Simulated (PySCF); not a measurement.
Vertical excitations of a molecule C3H8O2Si from TDA-LC-ωPBE/def2-SVPD (PySCF 2.14.0), as energy in eV (oscillator strength): 6.63 (0.007), 7.81 (0.573), 8.07 (0.070), 8.19 (0.029), 8.48 (0.006), 8.63 (0.054), 9.00 (0.008), 9.10 (0.029), 9.18 (0.009), 9.19 (0.052). Lowest triplet (TDA): 4.07 eV. Geometry: PBE0-D3(BJ)/def2-SVP. One conformer was computed; it need not be the lowest.

**Question.** Identify the compound among the candidates.
A) OC[Si@H]1CCO1
B) C[C@H]([SiH3])C(=O)O
C) C=C[Si](C)(O)O
D) C/C=C/O[SiH2]O

**Answer.** C, C=C[Si](C)(O)O
